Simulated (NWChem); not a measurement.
System meant: CH4BFO2; SMILES OB(CO)F

Here is an NWChem input.

```
start job
memory heap 200 mb stack 900 mb global 1100 mb
geometry units angstroms noautoz
  O      0.117738     1.949995     0.163292
  C     -0.730155     0.859841    -0.104839
  B     -0.041723    -0.550425     0.005888
  O     -0.756436    -1.689086     0.064831
  F      1.299100    -0.615901     0.000536
  H      0.986473     1.742268    -0.195395
  H     -1.203130     0.930861    -1.111042
  H     -1.578318     0.900657     0.600041
  H     -0.205083    -2.479834     0.092382
end
basis spherical
  * library def2-svp
end
dft
  xc pbe0
  iterations 4
  mulliken
end
task dft energy
```

End of the output:

```
    Atom       Charge   Shell Charges
 -----------   ------   -------------------------------------------------------
    1 O    8     8.14   1.97  0.88  0.59  2.72  1.96  0.03
    2 C    6     6.01   1.96  0.58  0.31  1.87  1.17  0.12
    3 B    5     5.17   1.96  0.51  0.20  1.41  0.60  0.49
    4 O    8     7.97   1.97  0.84  0.55  2.71  1.87  0.02
    5 F    9     8.99   1.98  0.98  0.71  3.20  2.10  0.01
    6 H    1     0.92   0.57  0.17  0.18
    7 H    1     0.96   0.64  0.26  0.07
    8 H    1     0.95   0.64  0.25  0.07
    9 H    1     0.89   0.55  0.16  0.18

 center of mass
 --------------
 x =   0.07958837 y =  -0.05314988 z =   0.01525248

 moments of inertia (a.u.)
 ------------------
         496.412332725422          -0.000000000000          -0.000000000000
          -0.000000000000         196.103831360549           0.000000000000
          -0.000000000000           0.000000000000         676.661991670556

     Multipole analysis of the density
     ---------------------------------

     L   x y z        total         alpha         beta         nuclear
     -   - - -        -----         -----         ----         -------
     0   0 0 0     -0.000000    -20.000000    -20.000000     40.000000

     1   1 0 0      0.214321      0.107161      0.107161      0.000000
     1   0 1 0     -0.889240     -0.444620     -0.444620      0.000000
     1   0 0 1     -0.282402     -0.141201     -0.141201     -0.000000

     2   2 0 0    -21.582783    -60.834814    -60.834814    100.086844
     2   1 1 0     -0.155719     -0.307952     -0.307952      0.460186
     2   1 0 1     -0.376692     -0.412178     -0.412178      0.447663
     2   0 2 0    -20.814243   -141.614713   -141.614713    262.415184
     2   0 1 1     -1.232954      0.435098      0.435098     -2.103150
     2   0 0 2    -20.366458    -13.654199    -13.654199      6.941939

 ------------------------------------------------------------------------
 dft energy failed                                                                                  0
 ------------------------------------------------------------------------
 ------------------------------------------------------------------------
  current input line :
    22: task dft energy
 ------------------------------------------------------------------------
 ------------------------------------------------------------------------
 This type of error is most commonly associated with calculations not reaching convergence criteria
 ------------------------------------------------------------------------
 For more information see the NWChem manual at https://nwchemgit.github.io

0:dft energy failed:Received an Error in Communication
```

Problem. Can this run be used? If not, why, and what is the fix?

Solution. Convergence was not reached. Cause: the SCF was allowed too few iterations. This input runs:
```
start job
memory heap 200 mb stack 900 mb global 1100 mb
geometry units angstroms noautoz
  O      0.117738     1.949995     0.163292
  C     -0.730155     0.859841    -0.104839
  B     -0.041723    -0.550425     0.005888
  O     -0.756436    -1.689086     0.064831
  F      1.299100    -0.615901     0.000536
  H      0.986473     1.742268    -0.195395
  H     -1.203130     0.930861    -1.111042
  H     -1.578318     0.900657     0.600041
  H     -0.205083    -2.479834     0.092382
end
basis spherical
  * library def2-svp
end
dft
  xc pbe0
  iterations 150
  mulliken
end
task dft energy
```
It converges to -315.18797 Ha (PBE0/def2-SVP).
